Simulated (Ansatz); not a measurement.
# A geometry optimisation of AlCl2GeH2 with B3LYP/6-31G*

The starting geometry of this gas-phase doublet was optimised with GFN2-xTB.

```xyz
6

Al    0.0173    0.2489   -0.7553
Cl    0.9149   -1.1063    0.7734
Cl    1.4302    0.6941   -2.1351
Ge   -0.8431   -0.0199    1.7765
H    -1.2612   -0.4997   -1.2160
H    -0.2284    1.4816    0.3578
```

Q: Where would you expect an optimisation with B3LYP/6-31G* to take it?

A: A new bond forms, giving a structure with Cl2 bridging Al1 and Ge4, H6 bridging Al1 and Ge4, given below by its coordinates. Distances that change by over a tenth: Al1–Ge4 (2.69 → 2.98 Å). Contacts that close: Ge4–H6 (2.16 → 1.77 Å).

The energy falls by 0.78 eV over 12 steps:

| step | E − E(last) (eV) |
| --- | --- |
| 1 | 0.779 |
| 2 | 0.302 |
| 3 | 0.130 |
| 5 | 0.030 |
| 6 | 0.006 |
| 7 | 0.001 |
| 8 | 0.001 |
| 10 | 0.000 |
| 11 | 0.000 |
| 12 | 0.000 |

Final geometry (Å):

```xyz
6

Al   -0.0509    0.0189   -0.8685
Cl    0.7175   -1.3355    0.7677
Cl    1.5192    1.0003   -1.8967
Ge   -0.2657    0.6068    2.0406
H    -1.2813   -0.5976   -1.6222
H    -0.6091    1.1058    0.3806
```

Frequencies at the end are all real (lowest 60 cm⁻¹). Open shells are spin-unrestricted. Run with Ansatz 0.2.0, 39 s on 2 threads of Intel(R) Xeon(R) Gold 6455B (Sapphire Rapids), on a shared host.
